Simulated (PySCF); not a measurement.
## NMR problem set

[PySCF: NMR shieldings at PBE0/pcSseg-1/GIAO; structure optimised with PBE0-D3(BJ)/def2-SVP; gas phase; one averaged value for each set of equivalent atoms; one computed conformer; non-relativistic]

References, each an isolated molecule treated in the same way: 1H and 13C vs TMS. Where no couplings were computed, multiplicities follow the n + 1 count of equivalent neighbours, and m marks all less simple cases (inequivalent or close neighbours, rings, F or P nearby). Carbons bonded to boron are broad in practice. Shifts are as computed. Against solution values, carbons near 30 ppm lie about +2 ppm off and those near 130 ppm about +5 ppm. Of 1211 compounds with measured shifts, 218 miss one by over three times the rms of a fit or turn the order of signals round; such compounds aren't used in these exercises.

(1) C$_{7}$H$_{13}$B. 1H NMR (600 MHz, computed): δ 6.34 (s, 1H), 2.97 (m, 2H), 2.96 (m, 2H), 2.01 (m, 2H), 0.84 (s, 6H). 13C{1H} NMR (computed): δ 185.3 (C), 138.0 (CH), 37.6 (CH2), 36.5 (CH2), 17.4 (CH2), 15.5 (CH3). What is it?

(2) C$_{9}$H$_{12}$. 1H NMR (500 MHz, computed): δ 7.12 (m, 2H), 7.12 (m, 1H), 2.27 (s, 6H), 2.14 (s, 3H). 13C{1H} NMR (computed): δ 140.8, 139.8, 133.2, 130.8, 23.0, 16.8. Identify the compound.

Answers

(1) `C1(=CB(C)C)CCC1`. 6 carbon signals for 7 carbons: some carbons are equivalent by symmetry or fast rotation. Carbon types of the structure: 1 × C, 1 × CH, 3 × CH2, 2 × CH3, which accounts for all hydrogens. δC 185.3: fully substituted alkene carbon. δC 138.0: alkene CH; an sp2 carbon of a C=C bond. δC 37.6, 36.5: allylic sp3 CH2; saturated and bonded to C and H only. δH 2.97, 2.96: hydrogen on an allylic sp3 CH2; allylic position.

The data come from this structure; uniqueness wasn't tested.

(2) 1,2,3-trimethylbenzene (SMILES c1c(C)c(C)c(C)cc1). Rings plus π bonds: 4 (1 ring in the answer). 6 carbon signals for 9 carbons: some carbons are equivalent by symmetry or fast rotation. Carbon types of the structure: 3 × C, 3 × CH, 3 × CH3, which accounts for all hydrogens. δC 140.8, 139.8: substituted aromatic carbon. δC 133.2, 130.8: aromatic CH; the aromatic region. δC 23.0, 16.8: methyl carbon on an aromatic ring; aliphatic region, no heteroatom directly attached. δH 2.27, 2.14: hydrogen on a methyl carbon on an aromatic ring; benzylic-type position, deshielded by the ring.

This is the structure that produced the data.
